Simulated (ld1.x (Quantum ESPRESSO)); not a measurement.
## Building the PAW potential for Re (Z = 75) (PBE, scalar-relativistic).

- Element: Re
- Generator: ld1.x (Quantum ESPRESSO) 7.5
- Type: PAW
- Functional: PBE
- Relativity: scalar-relativistic
- Frozen core: [Kr] 4d10
- Valence charge: 29
- Reference configuration: 4f14 5s2 5p6 5d5 6s2 6p0
- Partial waves: 5s (bound): rcut 1.40, rcutus 1.70 bohr; 6s (bound): rcut 1.40, rcutus 1.70 bohr; 5p (bound): rcut 1.90, rcutus 2.15 bohr; 6p (bound, empty): rcut 1.90, rcutus 2.15 bohr; 5d (bound): rcut 1.80, rcutus 2.40 bohr; 5d channel at 0.9 Ry: rcut 1.80, rcutus 2.40 bohr; 4f (bound): rcut 1.05, rcutus 1.15 bohr; 4f channel at -2 Ry: rcut 1.05, rcutus 1.15 bohr
- Local potential: all-electron potential smoothed inside 1.00 bohr (lloc = -1)
- Core correction: Bessel-smoothed model core, default radius (core density twice the valence density)
- Augmentation charge: BG, radius 1.10 bohr

All-electron outer shells of the reference configuration (PBE, scalar-relativistic, ld1.x):

```json
{"shell": "4p", "level (eV)": "-447.28", "outermost node (bohr)": "0.23", "outermost maximum (bohr)": "0.43"}
{"shell": "4d", "level (eV)": "-255.33", "outermost node (bohr)": "0.21", "outermost maximum (bohr)": "0.44"}
{"shell": "5s", "level (eV)": "-85.25", "outermost node (bohr)": "0.52", "outermost maximum (bohr)": "0.93"}
{"shell": "5p", "level (eV)": "-47.01", "outermost node (bohr)": "0.56", "outermost maximum (bohr)": "1.06"}
{"shell": "4f", "level (eV)": "-42.31", "outermost node (bohr)": "–", "outermost maximum (bohr)": "0.41"}
{"shell": "6s", "level (eV)": "-5.94", "outermost node (bohr)": "1.24", "outermost maximum (bohr)": "2.57"}
{"shell": "5d", "level (eV)": "-5.37", "outermost node (bohr)": "0.62", "outermost maximum (bohr)": "1.41"}
{"shell": "6p", "level (eV)": "-1.32", "outermost node (bohr)": "1.48", "outermost maximum (bohr)": "3.65"}
```

What the tests gave:

```json
{"Ghost test": "ghost state, extra bound levels that the all-electron valence spectrum of the same l lacks: s at -150.6 eV (p, d not tested); a true bound ghost makes a file unfit for plane-wave use (spherical-Bessel basis up to 400 Ry, 20 bohr box)", "Configuration tests": "test run stopped at test 1 of 7 (negative rho)", "Lowest eigenvalue of the overlap operator": "-0.66 (d channel); it is negative, so in a basis up to 400 Ry S is not positive definite and the file is unfit for use"}
```

Note: ghost state, extra bound levels that the all-electron valence spectrum of the same l lacks: s at -150.6 eV (p, d not tested). A true bound ghost makes a file unfit for plane-wave use. Its overlap operator is not positive definite in a basis up to 400 Ry (lowest eigenvalue p -0.50, d -0.66), so the file is unfit for use: the generalised eigenproblem breaks down once the basis is large enough, and its test numbers describe a broken file.

Generation and tests took about 2.4 s on one core of a shared server CPU.
